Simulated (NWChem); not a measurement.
System: Si2H5O2F; SMILES O[SiH2]O[SiH2]F

NWChem input:

```
start job
memory heap 200 mb stack 900 mb global 1100 mb
geometry units angstroms noautoz
  O      1.169400     1.450953     0.403387
  Si    -0.409931     1.514606    -0.087010
  O     -1.059066    -0.027319    -0.076797
  Si    -0.425655    -1.539933     0.000880
  F      1.114056    -1.435109    -0.535622
  H      1.736143     0.827540    -0.065679
  H     -1.132047     2.356936     0.895008
  H     -0.555306     2.033710    -1.475515
  H     -1.165615    -2.446352    -0.908823
  H     -0.368847    -2.039732     1.396447
end
basis spherical
  * library def2-svp
end
dft
  xc hfexch
  iterations 150
  mulliken
end
task dft energy
```

Structure relaxed at the PBE0/def2-SVP level.

Task: Give the results of this calculation. (Hartree-Fock/def2-SVP.) Quantities: energy (Ha); highest occupied level (eV); orbital gap (eV); dipole (D).

Result: 
```yaml
energy (Ha): -829.76
highest occupied level (eV): -12.37
orbital gap (eV): 16.69
dipole (D): 1.30
```
